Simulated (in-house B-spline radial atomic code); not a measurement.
W⁶⁺. Computed with a B-spline radial atomic code. Model: all-electron spherical atom, spin shells full or empty, radial basis limit, no spin-orbit coupling, Breit or QED, empty-state partial waves extrapolated as (l+1/2)^-4, RPA, G0W0 and static COHSEX of the highest shell as one setting changes (uncorrelated shells keep exact exchange).

Without the two-electron picture change, core correlation of heavy ions comes too large.

Given: element W; charge 6; filled core Xe; hamiltonian one-electron scalar X2C; mean-field start r2SCAN; highest l of empty states 9; nuclear rms radius 5.3658 fm; highest mean-field shell 4f.

Shell: 4f 7 7 (electrons up and down).

```json
{"lowest nl shells left uncorrelated": "0", "RPA correlation energy (hartree)": "-6.2588", "G0W0 level (eV)": "-122.99", "G0W0 minus most complete (meV)": "0", "COHSEX level (eV)": "-129.7", "linearised minus solved G0W0 (meV)": "-69"}
{"lowest nl shells left uncorrelated": "1", "RPA correlation energy (hartree)": "-6.0366", "G0W0 level (eV)": "-122.99", "G0W0 minus most complete (meV)": "0", "COHSEX level (eV)": "-129.7", "linearised minus solved G0W0 (meV)": "-69"}
{"lowest nl shells left uncorrelated": "2", "RPA correlation energy (hartree)": "-5.8275", "G0W0 level (eV)": "-122.99", "G0W0 minus most complete (meV)": "0.6", "COHSEX level (eV)": "-129.7", "linearised minus solved G0W0 (meV)": "-69"}
{"lowest nl shells left uncorrelated": "3", "RPA correlation energy (hartree)": "-5.2234", "G0W0 level (eV)": "-122.98", "G0W0 minus most complete (meV)": "2.5", "COHSEX level (eV)": "-129.7", "linearised minus solved G0W0 (meV)": "-69"}
{"lowest nl shells left uncorrelated": "4", "RPA correlation energy (hartree)": "-5.027", "G0W0 level (eV)": "-122.97", "G0W0 minus most complete (meV)": "12.5", "COHSEX level (eV)": "-129.69", "linearised minus solved G0W0 (meV)": "-68.9"}
{"lowest nl shells left uncorrelated": "5", "RPA correlation energy (hartree)": "?", "G0W0 level (eV)": "?", "G0W0 minus most complete (meV)": "?", "COHSEX level (eV)": "?", "linearised minus solved G0W0 (meV)": "?"}
{"lowest nl shells left uncorrelated": "6", "RPA correlation energy (hartree)": "-3.434", "G0W0 level (eV)": "-122.89", "G0W0 minus most complete (meV)": "92.8", "COHSEX level (eV)": "-129.86", "linearised minus solved G0W0 (meV)": "-68.1"}
{"lowest nl shells left uncorrelated": "7", "RPA correlation energy (hartree)": "-3.2449", "G0W0 level (eV)": "-122.88", "G0W0 minus most complete (meV)": "109.2", "COHSEX level (eV)": "-129.8", "linearised minus solved G0W0 (meV)": "-68"}
{"lowest nl shells left uncorrelated": "8", "RPA correlation energy (hartree)": "-2.6776", "G0W0 level (eV)": "-122.85", "G0W0 minus most complete (meV)": "134.2", "COHSEX level (eV)": "-129.62", "linearised minus solved G0W0 (meV)": "-68"}
{"lowest nl shells left uncorrelated": "9", "RPA correlation energy (hartree)": "?", "G0W0 level (eV)": "?", "G0W0 minus most complete (meV)": "?", "COHSEX level (eV)": "?", "linearised minus solved G0W0 (meV)": "?"}
{"lowest nl shells left uncorrelated": "10", "RPA correlation energy (hartree)": "-1.5083", "G0W0 level (eV)": "-123.67", "G0W0 minus most complete (meV)": "-688.9", "COHSEX level (eV)": "-130.24", "linearised minus solved G0W0 (meV)": "-81.4"}
{"lowest nl shells left uncorrelated": "11", "RPA correlation energy (hartree)": "-0.9346", "G0W0 level (eV)": "-124.8", "G0W0 minus most complete (meV)": "-1817.8", "COHSEX level (eV)": "-130.01", "linearised minus solved G0W0 (meV)": "-71.2"}
```

Q: What follows for lowest nl shells left uncorrelated = 5?

A: RPA correlation energy -4.4248 hartree; G0W0 level -122.94 eV; G0W0 minus most complete 50 meV; COHSEX level -129.68 eV; linearised minus solved G0W0 -68.5 meV.

Q: What follows for lowest nl shells left uncorrelated = 9?

A: RPA correlation energy -1.6903 hartree; G0W0 level -123.45 eV; G0W0 minus most complete -460.5 meV; COHSEX level -130.24 eV; linearised minus solved G0W0 -78.5 meV.
